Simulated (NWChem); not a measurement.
SnF cation, singlet; SMILES [Sn+][F]

```xyz
2

Sn     0.0000     0.0000    -0.2403
F      0.0000     0.0000     1.6634
```
Atoms are numbered in this order, from 1.

Level: PBE0/def2-SVP with def2 effective core potentials on Sn (NWChem), optimised geometry, unscaled harmonic frequencies. Low-valent species are run as closed-shell singlets; no triplet was tried in these runs. def2 effective core potentials on Sn; no spin-orbit coupling.

| frequency (cm⁻¹) | IR intensity (km/mol) |
|---|---|
| 695 | 62.2 |

```json
{
  "zero_point_energy": "1.0 kcal/mol",
  "thermal correction to the enthalpy at 298.15 K (with zero-point energy)": "3.1 kcal/mol",
  "heat capacity Cv": "5.8 cal/(mol K)",
  "entropy at 298.15 K and 1 atm (symmetry number 1)": "56.0 cal/(mol K)"
}
```

Rigid rotor and harmonic oscillator.
